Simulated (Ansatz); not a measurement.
Molecule (SMILES): [BH]F (BH-F), doublet.
Atoms: B1, F2, H3. Bonds: B1-F2, B1-H3.

How fast the optimised B1-F2 bond length converges with the basis for several methods (Ansatz, a quantum-chemistry and plane-wave program): deviation from each method's own reference, in Å. References: B3LYP 1.3010 Å, the value in aug-pcseg-3; HF 1.2884 Å, the value in aug-pcseg-3; MP2 1.3056 Å, the value in aug-cc-pVQZ; PBE 1.3094 Å, the value in aug-pcseg-3. Cartesian d functions, on some or all atoms, in 6-31G*; all else is spherical. In correlated methods cores are frozen. Open shells are unrestricted. No added dispersion term, no relativity. The reference of a correlated method is not its basis-set limit, which lies further on.

```tsv
basis	functions	B3LYP	HF	MP2	PBE
6-31G*	32	0.0083	0.0131	0.0131	0.0079
def2-SVP	33	0.0020	0.0091	0.0043	0.0017
pcseg-2	74	0.0014	0.0022	0.0011	0.0013
jun-cc-pV(T+d)Z	92	0.0035	0.0036	0.0039	0.0033
def2-TZVPPD	94	0.0039	0.0043	0.0048	0.0038
aug-cc-pVTZ	115	0.0036	0.0034	0.0049	0.0034
def2-QZVPP	144	0.0006	0.0006	-0.0010	0.0006
aug-cc-pVQZ	206	0.0005	0.0007	0.0000	0.0005
```

Mean absolute deviation over pcseg-2, jun-cc-pV(T+d)Z, def2-TZVPPD, aug-cc-pVTZ: PBE 0.0029, B3LYP 0.0031, HF 0.0034, MP2 0.0037 Å.
